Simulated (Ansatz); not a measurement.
The first iterations of a band of F2H4Si2 + H2S (11 atoms, charge 0, multiplicity 1).

Theory: RKS PBE/cc-pVDZ in Ansatz.

* movable images: 7
* climbing image: yes
* spring: 5.0 eV/Å²
* optimiser: quadratic models (default)
* start path: through a guess of the saddle point
* force threshold: 0.5 eV/Å
* iteration limit: 60
* end points: relaxed

Image 0:

```xyz
11
Properties=species:S:1:pos:R:3
Si -1.255 0.480 -0.110
Si -0.228 -1.245 1.121
F -0.867 0.320 -1.728
F -2.895 0.230 -0.025
H -1.017 1.914 0.271
H 2.855 0.414 -0.908
S 2.190 1.607 -0.930
H -0.515 -1.035 2.587
H -0.826 -2.556 0.678
H 1.262 -1.268 0.900
H 1.295 1.138 -1.854
```

Image 8:

```xyz
11
Properties=species:S:1:pos:R:3
Si -1.122 1.605 -0.987
Si 0.735 -1.810 1.199
F -1.526 0.723 -2.323
F -1.271 0.541 0.275
H -2.098 2.724 -0.817
H 1.486 -0.938 0.220
S 0.872 2.362 -1.099
H 0.336 -0.993 2.398
H -0.478 -2.391 0.526
H 1.653 -2.927 1.632
H 1.414 1.105 -1.024
```

| iteration | highest image above the first end (eV) | largest band force component (eV/Å) |
| --- | --- | --- |
| 1 | 2.903 | 8.549 |
| 2 | 1.748 | 3.713 |
| 3 | 1.688 | 1.627 |

Problem. Does the band converge within its limit, and where does its top end?

Solution. The run converged. It ended after 9 iterations with the highest image 1.567 eV above the first end. The threshold of 0.5 eV/Å is loose, so the images may lie well off the minimum-energy path. Another band between the same ends (7 images) ends at a top of the same energy, where a vibrational analysis finds 1 clearly imaginary mode. The orbitals stay closed-shell, which can raise the energy where a bond breaks towards radicals; this wasn't checked here.

Run time: 2 min on 2 threads of AMD EPYC 7B13 (Zen 3) (shared host), peak memory 0.19 GiB.
